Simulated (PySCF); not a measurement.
Species: C6H10FO (doublet state).
SMILES with atom numbers: `[F:1][C@@H:2]1[CH2:3][CH2:4][CH2:5][CH:6][O:7][CH2:8]1` (hydrogens: H9 on C2; H10, H11 on C3; H12, H13 on C4; H14, H15 on C5; H16 on C6; H17, H18 on C8)

Structure used (GFN2-xTB), in Å, numbered top down from 1:
```
atom  x, y, z in Å
F1     2.5942    1.0088   -0.1645
C2     1.3455    0.4640   -0.4123
C3     0.2962    1.3610    0.2342
C4    -1.1304    0.9286   -0.0889
C5    -1.4577   -0.4897    0.4369
C6    -0.8900   -1.5879   -0.3759
O7     0.4510   -1.8045   -0.5692
C8     1.3551   -0.9815    0.1123
H9     1.2332    0.4468   -1.5048
H10    0.4611    2.3813   -0.1198
H11    0.4530    1.3546    1.3162
H12   -1.8177    1.6399    0.3726
H13   -1.2920    0.9558   -1.1684
H14   -1.1123   -0.5476    1.4759
H15   -2.5404   -0.6194    0.4435
H16   -1.4740   -2.1040   -1.1154
H17    1.1729   -0.9904    1.1951
H18    2.3437   -1.4094   -0.0791
```

The hyperfine couplings belong to this conformer and change with its torsions.

Computed, not measured: UKS B3LYP, pcH-1 on C F H O, non-relativistic, mean-field spin-orbit, GIAO in PySCF 2.14.0. Geometry: GFN2-xTB, one conformer, isolated molecule. A GFN2-xTB geometry isn't a minimum of the functional, and hyperfine couplings can be far from their values at a DFT geometry. Stability of the SCF solution: not tested.

Largest spin populations (Mulliken): C6 (+0.89), O7 (+0.11) and C5 (-0.06). C6 is the only atom above +0.15. The angles at C6 add up to 357.5°, so it is nearly planar; its axial dipolar tensor and the negative coupling of its proton fit spin in a p orbital normal to that plane.

Task: McConnell's relation a(H) = Q·ρ ties the coupling of a proton on a planar π carbon to the spin population of that carbon. What Q do the computed values give?

Result: 
```json
{"H": "H16", "C": "C6", "ρ(C)": "+0.894", "a(H) (G)": "-19.14", "a/ρ (G)": "-21.4"}
```

One proton gives one ratio, Q = -21.4 G, and no test of linearity. In McConnell's picture π spin on carbon polarises the C–H bond and leaves opposite spin at the proton, which makes Q negative, as found here.

Task: How do the β-proton couplings of this frozen conformer go with θ, the angle between the C–H bond and the normal to the plane of the spin centre's three neighbours, both seen down the bond from centre to carbon?

Result: 
```json
{"β H": "H14", "on": "C5", "centre": "C6", "θ (°)": "40", "cos²θ": "0.59", "a (G)": "+26.06"}
{"β H": "H15", "on": "C5", "centre": "C6", "θ (°)": "78", "cos²θ": "0.05", "a (G)": "+1.41"}
```

Couplings in gauss use g_iso = 2.0032.

On one thread, Arm Neoverse V2 (aarch64), no GPU, shared host with 96 logical CPUs at a one-minute load of 58, this took 75 s of wall time (grids of density and orbitals included) and 0.97 GiB of memory at its peak.
